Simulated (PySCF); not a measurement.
B(F)2(Ph), SMILES FB(F)c1ccccc1 (C6H5BF2), singlet, CAM-B3LYP/def2-SVP optimised geometry. Atoms within 1.6 Å of the plane z = 0.8 Å (x, y, z in Å): B1 (-2.37, 0.00, 0.00), F2 (-3.07, 1.12, 0.00), F3 (-3.07, -1.12, 0.00), C4 (-0.83, 0.00, 0.00), C5 (-0.11, -1.21, -0.02), C6 (1.28, -1.21, -0.03), C7 (1.97, 0.00, -0.01), C8 (1.28, 1.21, 0.01), C9 (-0.11, 1.21, 0.02), H10 (-0.66, -2.15, -0.04), H11 (1.83, -2.15, -0.05), H12 (3.07, 0.00, -0.01), H13 (1.83, 2.15, 0.03), H14 (-0.66, 2.15, 0.04).

Computed with PySCF with CAM-B3LYP/def2-TZVP.

Map of the electron localisation function on the plane z = 0.8 Å:

```
|0000000000000000000000000000000|
|0000000000000000000000000000000|
|0000000000000000000000000000000|
|0000000000000000000000000000000|
|0000000000000000000000000000000|
|0000000000000000000000000000000|
|0000000000003520000254100000000|
|0000000000038971001699710000000|
|0000000000049983002899830000000|
|0000012210029984113899720000000|
|0000135541006875445787300000000|
|0001357762002566776663000000000|
|0001467751002566787663100000000|
|0001356651134776556775234520000|
|0000012322676774113776579971000|
|0000000113887662002666689981000|
|0000012322676774113776579971000|
|0001356651134776556775234520000|
|0001467751002566777663100000000|
|0001357762002566776653000000000|
|0000135541005775445676200000000|
|0000012210018974113799610000000|
|0000000000029983002799820000000|
|0000000000028861000588510000000|
|0000000000002320000133100000000|
|0000000000000000000000000000000|
|0000000000000000000000000000000|
|0000000000000000000000000000000|
|0000000000000000000000000000000|
|0000000000000000000000000000000|
|0000000000000000000000000000000|
```
Scale: ten equal steps from 0.000 (start of '0') to 0.948 (end of '9'), in the order '0123456789'; x runs from -5.50 to 5.50, y from -5.50 (bottom) to 5.50 (top).
